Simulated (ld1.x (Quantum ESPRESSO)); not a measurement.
**Transferability test, TM potential for oxygen (O)**

```
Element                 : oxygen (O)
Generator               : ld1.x (Quantum ESPRESSO) 7.5
Type                    : norm-conserving Troullier–Martins (Kleinman–Bylander form)
Functional              : PBEsol
Relativity              : scalar-relativistic
Frozen core             : [He]
Valence charge          : 6
Reference configuration : 2s1.5 2p4.5
Partial waves           : 2s (bound): rc 0.85 bohr; 3d channel at 0.3 Ry: rc 1.70 bohr; 2p (bound): rc 2.10 bohr
Local potential         : the p channel
Core correction         : none
```

Energies are relative to the spin-unpolarised reference configuration 2s1.5 2p4.5; without spin polarisation the order of configurations can differ from experiment.

```json
{"valence configuration": "2s2 2p4", "charge": "0", "ΔE all-electron (eV)": "-7.422", "error AE − PS (meV)": "-2.9"}
{"valence configuration": "2s2 2p3", "charge": "+1", "ΔE all-electron (eV)": "8.937", "error AE − PS (meV)": "+133"}
{"valence configuration": "2s2 2p2", "charge": "+2", "ΔE all-electron (eV)": "42.415", "error AE − PS (meV)": "+792"}
{"valence configuration": "2s2 2p1", "charge": "+3", "ΔE all-electron (eV)": "96.122", "error AE − PS (meV)": "+2910"}
{"valence configuration": "2s2 2p4.3", "charge": "-0.3", "ΔE all-electron (eV)": "-9.529", "error AE − PS (meV)": "-25"}
```

Problem. What are ΔE and the potential's error for 2s1 2p5?

Solution. ΔE = 7.432 eV all-electron; the error (AE − PS) is -3.2 meV.

Problem. What are ΔE and the potential's error for 2s2 2p0?

Solution. ΔE = 172.767 eV all-electron; the error (AE − PS) is +7740 meV.
